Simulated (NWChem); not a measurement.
System: vinylidene fluoride (C2H2F2); SMILES C=C(F)F

NWChem input:

```
start job
memory heap 200 mb stack 900 mb global 1100 mb
geometry units angstroms noautoz
  C      0.014913    -1.385722     0.000000
  C      0.000736    -0.062923     0.000000
  F     -1.093196     0.686527     0.000000
  F      1.078430     0.709732     0.000000
  H      0.957241    -1.915946     0.000000
  H     -0.915803    -1.936068     0.000000
end
basis spherical
  * library def2-svp
end
dft
  xc xcamb88 1.00 lyp 0.81 vwn_5 0.19 hfexch 1.00
  cam 0.33 cam_alpha 0.19 cam_beta 0.46
  iterations 150
  vectors input atomic output neutral.movecs
end
task dft energy
charge 1
dft
  odft
  mult 2
  vectors input atomic output cation.movecs
end
task dft energy
```

The geometry was optimised at B3LYP/6-31G* (spherical d).

Ions are spin-unrestricted doublets at the neutral geometry; other ion states weren't tried.

**Question.** Predict the main results of this run. (CAM-B3LYP/def2-SVP, vertical spin-unrestricted ions.) Quantities: vertical ionisation energy, ΔSCF (eV); −ε(HOMO) (eV).

**Answer.** 
```
Property                               Value
-------------------------------------  -----
vertical ionisation energy, ΔSCF (eV)  10.49
−ε(HOMO) (eV)                           9.06
```
